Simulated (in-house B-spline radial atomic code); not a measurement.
# Ionising the selenium ion Se⁶⁺ with different functionals

Computed with a B-spline radial code for spherical atoms: scalar-relativistic (spin-free X2C) Hamiltonian, Fermi nucleus of rms radius 4.14 fm, spin-polarised at highest spin, spherical fractional occupations for the functionals, the average over the highest-spin determinants for Hartree-Fock. The ionisation energy is the difference of two self-consistent energies, [Ar] 3d10 → [Ar] 3d9, without Breit or QED terms; ε is the level of the shell that loses the electron (its least bound occupied spin orbital). There is no spin-orbit coupling in this Hamiltonian.

Hybrids are left out here: with spherical fractional occupations of an open shell their exact exchange keeps a self-interaction that integer-occupation calculations don't have.

| method | rung | ΔSCF (eV) | -ε(3d) (eV) |
| --- | --- | --- | --- |
| Hartree-Fock | Hartree-Fock | 153.54 | 157.49 |
| LDA VWN5 | LDA | 155.59 | 140.20 |
| LDA PW92 | LDA | ? | ? |
| LDA exchange-only | LDA | 153.35 | 138.03 |
| PBE | GGA | 155.25 | 139.86 |
| PBEsol | GGA | 155.20 | 139.82 |
| BLYP | GGA | 155.15 | 139.77 |
| RPBE | GGA | 155.16 | 139.77 |
| PW91 | GGA | 155.42 | 140.03 |
| BP86 | GGA | 155.32 | 139.92 |
| AM05 | GGA | 155.25 | 139.86 |
| OLYP | GGA | ? | ? |
| TPSS | meta-GGA | 155.17 | 139.80 |
| SCAN | meta-GGA | 156.02 | 140.77 |
| r2SCAN | meta-GGA | 156.06 | 140.81 |
| revTPSS | meta-GGA | 155.04 | 139.69 |

Q: What does OLYP give?

A: ΔSCF 155.97 eV, and -ε(3d) = 140.57 eV.

Q: What does LDA PW92 give?

A: ΔSCF 155.58 eV, and -ε(3d) = 140.19 eV.

Q: How do they compare with the NIST value?

A: NIST lists 155.33 eV ± 0.012 (measured, ground level to ground level). Errors run from -1.97 to +0.73 eV; BP86 is closest (-0.01 eV), but part of that can be cancellation, since the calculations leave out spin-orbit coupling, Breit-QED terms, multiplet and fine-structure energies. Hartree-Fock also lacks correlation.
